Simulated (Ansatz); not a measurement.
Job for Ansatz (an electronic-structure program): U-CCSD(T)/cc-pVDZ on CH6BN (SMILES BNC), a point of a bond scan (R = 2.088 Å).

Ansatz 0.2 input:
```yaml
crystal:
  periodic: [false, false, false]
  atoms:
    - {symbol: B, position_ang: [-0.17377685, 0.16935935, 1.35984899]}
    - {symbol: H, position_ang: [-1.70126302, 0.77518613, 2.64789960]}
    - {symbol: H, position_ang: [0.90496525, -0.15002550, 1.76046960]}
    - {symbol: N, position_ang: [-0.42136335, 0.13750334, -0.00246435]}
    - {symbol: C, position_ang: [0.50465876, -0.25211116, -1.05318898]}
    - {symbol: H, position_ang: [-1.33200836, 0.40682345, -0.34423305]}
    - {symbol: H, position_ang: [0.67789059, 0.56736518, -1.75577805]}
    - {symbol: H, position_ang: [0.12956168, -1.11043727, -1.61689155]}
    - {symbol: H, position_ang: [1.45669201, -0.52592512, -0.60230554]}
basis:
  gaussian:
    orbitals: cc-pVDZ
correlation: {method: ccsd_t, electrons: outside_noble_gas}
scf: {omitted_lower_state_checks: [cluster_reference]}
magnetization: {spin_polarized: true, initial_magnetization: 0}
```

Program output:

```
WARN ansatz: RAYON_NUM_THREADS=1 ignored (pool sized by the plan → 1); use --threads N
Functional definition: HF
these checks for a lower state are left out or cut short: cluster_reference
integrals: 0.07 GiB planned
656 factors; integrals over basis functions are off by at most 1.2e-3 eV
mean field: 0.17 GiB planned
mean field evaluation 1: about -3274.5844 eV, gradient 1.8e1 eV
mean field evaluation 2: about -3274.7031 eV, gradient 1.8e1 eV
mean field evaluation 4: about -3276.5661 eV, gradient 2.5e0 eV
mean field evaluation 8: about -3276.6094 eV, gradient 9.7e-4 eV
mean field evaluation 16: about -3276.6138 eV, gradient 1.7e0 eV
mean field evaluation 32: about -3276.7445 eV, gradient 1.6e-2 eV
mean field -3276.74453180 eV, -120.4181404864 hartree, gradient 2.4e-6 eV, S^2 0.370840; 2 other end points of the search recorded, 0 dependent functions left out
3 core orbitals not correlated
reference -3276.74453180 eV, -120.4181404864 hartree; 9, 9 occupied and 60, 60 virtual orbitals, 656 factors
second order -10.79865969 eV of doubles, -0.00000000 eV of singles
coupled cluster: 0.29 GiB planned
cycle   1  -11.52305994 eV  change   -7.2e-1 eV  update   9.4e-2
cycle   2  -11.95409679 eV  change   -4.3e-1 eV  update   5.2e-2
cycle   3  -12.15897854 eV  change   -2.0e-1 eV  update   4.2e-2
cycle   4  -12.29612055 eV  change   -1.4e-1 eV  update   3.1e-2
cycle   5  -12.36328663 eV  change   -6.7e-2 eV  update   1.5e-2
cycle   6  -12.37299766 eV  change   -9.7e-3 eV  update   5.5e-3
cycle   7  -12.37888770 eV  change   -5.9e-3 eV  update   1.4e-3
cycle   8  -12.37953005 eV  change   -6.4e-4 eV  update   6.0e-4
cycle   9  -12.37903932 eV  change    4.9e-4 eV  update   1.9e-4
cycle  10  -12.37927574 eV  change   -2.4e-4 eV  update   7.6e-5
cycle  11  -12.37932973 eV  change   -5.4e-5 eV  update   3.0e-5
cycle  12  -12.37932410 eV  change    5.6e-6 eV  update   1.2e-5
coupled cluster: 0.29 GiB planned
perturbative correction -0.38843712 eV, -0.0142748010 hartree
Total energy: -3289.51229302 eV, -120.8873470571 hartree
Checks for a lower state left out: cluster_reference
```

Self-consistency was reached. Its determinant has ⟨S²⟩ = 0.37, a mixture of spin states.

Cost: around 6 core-seconds (rough).
